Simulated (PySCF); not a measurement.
How methods differ on the ionisation energy of Be⁺

Be⁺ [He] 2s1 (2S) → Be²⁺ 1s2 (1S), as a difference of total energies. Calculation: PySCF 2.14, in pcseg-2 (4s2p1d, 15 functions); the non-relativistic Hamiltonian (point nucleus). The calculations carry no spin-orbit coupling.

| method | ionisation energy (eV) |
| --- | --- |
| UHF | 18.118 |
| PBE | 18.468 |
| M06-L | 17.654 |

Question: Which method comes closest to the reference value, and which is furthest?

Answer: The reference is 18.211 eV (measured; NIST Atomic Spectra Database, ionization energies). Closest: UHF (error -0.093 eV); furthest: M06-L (error -0.557 eV).
